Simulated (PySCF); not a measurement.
## Assignment exercise: CH₁₁ClSi₄

Atom-mapped SMILES (the numbers label the heavy atoms): `[CH3:1][Si@:2]([SiH3:3])([Cl:4])[SiH2:5][SiH3:6]`. Each H is labelled by its parent atom. Ha(Si5) is pro-R; Hb(Si5) is pro-S.

PySCF calculation with σ from GIAO-PBE0/pcSseg-1 and coordinates at the GFN2-xTB level; single conformer, no solvent model, no relativistic terms, fast rotation and ring inversion assumed for equivalent nuclei.

δ = σ(ref) − σ, references computed at the same level: ¹H (σ = 31.72 ppm) against TMS.

Problem. Assign these signals to the numbered atoms. ¹H NMR (500 MHz, computed): δ 3.65 (s, 3H), 3.65 (m, 3H), 3.56 (m, 1H), 3.39 (m, 1H), 0.66 (s, 3H).

Solution. 
```tsv
δ (ppm)	atoms	environment	reason
3.65	H(Si3)	hydrogen on a silicon bonded to Si	–
3.65	H(Si6)	hydrogen on a silicon bonded to Si	–
3.56	Ha(Si5)	hydrogen on a silicon bonded to 2 Si	–
3.39	Hb(Si5)	hydrogen on a silicon bonded to 2 Si	–
0.66	H(C1)	hydrogen on a methyl carbon bonded to Si	an electropositive neighbour shields it, as in TMS itself
```

H(Si3) and H(Si6); H(Si6) and Ha(Si5) lie closer than the usual error of such a calculation, so a measured spectrum could show them in the other order.

No couplings were computed; multiplicities are counted from neighbouring protons, with m where these are inequivalent, close in shift, in a saturated or five-membered ring or joined by F or P, and br s for small geminal =CH2 splittings.
